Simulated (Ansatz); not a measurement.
Ansatz (a first-principles code) input:

Ansatz 0.2 input:
```yaml
crystal:
  periodic: [false, false, false]
  atoms:
    - {symbol: Se, position_ang: [-0.00483803, -0.00060100, 0.68657595]}
    - {symbol: Cl, position_ang: [1.11237023, 1.27416554, -0.67765679]}
    - {symbol: Cl, position_ang: [-1.10269418, -1.27296353, -0.69549512]}
basis:
  gaussian:
    orbitals: 6-31G
magnetization: {spin_polarized: false}
correlation: {method: ccsd_t, electrons: outside_noble_gas}
```

**Question.** Predict the final energy.

**Answer.** -3318.53907 Eh (CCSD(T)/6-31G). The basis has 53 functions.
